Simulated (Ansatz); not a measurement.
C$_{2}$F$_{6}$, charge -1, doublet, at the geometry of the source list (a state made from the parent by changing its charge; the spin is typed, not shown lowest) (a gas-phase anion, which may not be bound at this level); WB97X-V/STO-3G in Ansatz (a quantum-chemistry and plane-wave program).

Ansatz was given this input:
Ansatz 0.2 input:
```yaml
crystal:
  periodic: [false, false, false]
  atoms:
    - {symbol: F, position_ang: [1.39660000, -0.29340000, -1.02660000]}
    - {symbol: C, position_ang: [0.76480000, -0.07020000, 0.11950000]}
    - {symbol: F, position_ang: [1.25550000, 1.03900000, 0.65930000]}
    - {symbol: F, position_ang: [1.01660000, -1.08260000, 0.94070000]}
    - {symbol: C, position_ang: [-0.76480000, 0.07020000, -0.11950000]}
    - {symbol: F, position_ang: [-1.01670000, 1.08270000, -0.94060000]}
    - {symbol: F, position_ang: [-1.25550000, -1.03900000, -0.65940000]}
    - {symbol: F, position_ang: [-1.39660000, 0.29330000, 1.02660000]}
basis:
  gaussian:
    orbitals: STO-3G
hamiltonian:
  xc: {name: wB97X-V}
total_charge: -1
magnetization: {spin_polarized: true, initial_magnetization: 1}
```

Output, abridged:

```
Functional definition: wB97X-V
606 factors; integrals over basis functions are off by at most 3.2e-5 eV
134 factors; integrals over basis functions are off by at most 3.2e-7 eV
mean field evaluation 1: about -18091.9694 eV, gradient 2.7e1 eV
mean field evaluation 2: about -18095.5707 eV, gradient 1.5e1 eV
mean field evaluation 4: about -18096.7185 eV, gradient 1.2e-1 eV
mean field evaluation 8: about -18096.7801 eV, gradient 5.5e-3 eV
mean field evaluation 16: about -18096.7878 eV, gradient 4.3e-2 eV
mean field evaluation 32: about -18096.7809 eV, gradient 1.2e-5 eV
mean field evaluation 64: about -18096.7799 eV, gradient 9.8e-4 eV
mean field -18096.78085360 eV, -665.0444299311 hartree, gradient 6.5e-6 eV, S^2 0.751659; 2 other end points of the search recorded, 0 dependent functions left out
reference -18096.78085320 eV, -665.0444299165 hartree; 34, 33 occupied and 6, 7 virtual orbitals, 606 factors
Total energy: -18096.78085320 eV, -665.0444299165 hartree
```
